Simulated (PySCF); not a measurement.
C2H3NSi, SMILES `C[Si]C#N` (lower singlet), neutral singlet in the gas phase. This singlet lies 1.17 eV below the relaxed triplet at the level B3LYP-D3(BJ)/def2-TZVP (PySCF).

Cartesian coordinates (Å):
SMILES: C[Si]C#N
```xyz
7

C     -0.9902     0.2212     0.2000
Si     0.2770    -0.7355     1.2307
C      1.7292    -0.4343     0.0629
N      2.6887    -0.3158    -0.5732
H     -1.9769     0.2172     0.6626
H     -0.6636     1.2577     0.0614
H     -1.0642    -0.2104    -0.8044
```
Charge 0, multiplicity 1.

All levels are single points at this geometry (B3LYP-D3(BJ)/def2-TZVP); Pople sets use spherical d functions. Orbital energies aren't observables, and empty levels follow the basis.

| level | HOMO (eV) | LUMO (eV) | gap (eV) | dipole (D) | vertical IE, Delta-SCF (eV) |
|---|---|---|---|---|---|
| B3LYP-D3(BJ)/def2-TZVP in PySCF | -7.09 | -3.60 | 3.50 | 3.66 | – |
| PBE-D3(BJ)/def2-TZVP in PySCF | -6.18 | -4.24 | 1.94 | 3.56 | – |
| B3LYP/3-21G in PySCF | -6.76 | -3.42 | 3.34 | 3.10 | – |
| B3LYP/6-31G* in PySCF | -6.89 | -3.45 | 3.44 | 3.41 | 9.34 |
| BP86/6-31G* in PySCF | -6.09 | -4.19 | 1.90 | 3.34 | – |
| M06-2X/6-31G* in PySCF | -8.13 | -2.43 | 5.70 | 3.46 | – |
| PBE/6-31G* in PySCF | -5.98 | -4.10 | 1.88 | 3.32 | 9.14 |
| SVWN5/6-31G* in PySCF | -6.05 | -4.26 | 1.79 | 3.42 | 9.30 |
| HF/6-31G* in PySCF | -9.62 | -0.09 | 9.53 | 3.63 | – |
